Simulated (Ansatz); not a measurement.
Compare A (`[CH3][Ga]([CH3])[O]`•) with its isomer B (`C[O][Ga][CH3]`•).

Computed with Ansatz on PBE0-D4/def2-TZVP structures; ΔE is electronic, products minus reactants. CBS: MP2 limit from def2 TZ/QZ plus the TZ coupled-cluster correction, frozen cores. Functionals use def2-TZVPP. No spin–orbit coupling; open shells (•) take unrestricted orbitals. For Ga outer-core shells are correlated without core-valence functions, which leaves a few kJ/mol of doubt a bond. Scalar relativity is left out up to krypton. One conformer a species, not always the lowest.

Problem. Which isomer does CCSD(T)/CBS put lower? Give the gap. (Best estimate.)

Solution. Ansatz gave: B, by 13.7 kcal/mol.

Problem. Give E(B) − E(A) in kcal/mol with B2PLYP, PBE-D4, r2SCAN-D4, HF/def2-TZVPP, CCSD/def2-TZVPP, ωB97M-V, MP2/def2-TZVPP. (Estimate.)

Solution. Computed: B2PLYP -15.9, PBE-D4 -16.9, r2SCAN-D4 -13.8, HF/def2-TZVPP -2.4, CCSD/def2-TZVPP -12.1, ωB97M-V -14.9, MP2/def2-TZVPP -19.0. None reverses the order clearly.

Largest T1 diagnostic: 0.016.

From PBE to PBE0 (25 % exact exchange), in def2-TZVPP and without D4, E(B) − E(A) moves by +2.0 kcal/mol. In def2-TZVPP, CCSD(T) changes the Hartree–Fock value by −10.9 kcal/mol (the triples alone add −1.3 kcal/mol) and MP2 by −16.6 kcal/mol.
